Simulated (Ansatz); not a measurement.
CH7InSi (`C[SiH2][InH2]`). Charge 0, multiplicity 1. In: def2 effective core potential.

```xyz
10

C     0.4043   -1.1901   -1.0548
Si   -0.7448   -0.3613    0.1892
In    0.2556    1.8320    1.1084
H    -0.0434   -2.1146   -1.4267
H     1.3643   -1.4389   -0.5974
H     0.5935   -0.5375   -1.9098
H    -1.0166   -1.3109    1.3078
H    -2.0581   -0.0918   -0.4664
H    -0.0169    3.3568    0.3304
H     1.2622    1.8563    2.5193
```

(1) List the harmonic frequencies (cm⁻¹, unscaled) at PBE0-D4/def2-TZVP in Ansatz. (Estimate.)

(2) Is this a minimum?

Answers

(1) Ansatz gave: 57i, 117, 164, 283, 287, 437, 471, 606, 615, 665, 698, 875, 889, 940, 1272, 1454, 1455, 1781, 1786, 2188, 2193, 3052, 3137, 3140.

(2) No: 1 imaginary mode, so it is a saddle point.
